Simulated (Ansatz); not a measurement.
Born–Oppenheimer molecular dynamics of BBrClFH3N (8 atoms, charge 0, multiplicity 1). It starts at the highest image of a converged band, a first-order saddle point between two minima.

The calculation used RKS B3LYP-D4/def2-SVP in Ansatz 0.2.0.

* ensemble: NVE (velocity Verlet)
* time step: 0.5 fs
* steps asked: 200
* starting velocities drawn for: 300 K
* seed: 4907

First frame:

```xyz
8
Properties=species:S:1:pos:R:3
B -0.075 0.022 0.212
N -0.093 0.104 1.721
H -0.836 -0.420 2.186
H 0.816 -0.063 2.161
F 1.105 0.091 -0.363
Cl -1.484 -0.596 -0.620
Br -0.600 2.766 0.715
H -0.331 1.295 1.706
```

(1) How far do the bonds stretch over the last three quarters of this one trajectory? (Pairs bonded in most of those frames.)

Results:

(1) 
```
  bond  mean (Å)  spread (Å)  shortest  longest
 B1–N2     1.414       0.025      1.37     1.45
 B1–F5     1.332       0.014      1.31     1.36
B1–Cl6     1.777       0.023      1.74     1.82
 N2–H3     1.016       0.013      0.99     1.04
 N2–H4     1.019       0.013      1.00     1.04
Br7–H8     1.433       0.033      1.38     1.49
```

Mean temperature of the second half: 768 K. The conserved energy stayed within 0.12 meV per atom of its start (net change 0.0064 meV per atom), so the integration is sound. The kinetic energy rose, since the run started high on the potential surface and went downhill. It ends in pieces (BClFH2N + BrH), so much of that is their flight and rotation, not heat. A run of 0.1 ps of so small a system gives no equilibrium averages. The orbitals stay closed-shell, which can raise the energy where a bond breaks towards radicals; this wasn't checked here.

Time of the run: 19 min on 2 threads of Arm Neoverse N1, with other jobs on the host, peak memory 0.26 GiB.
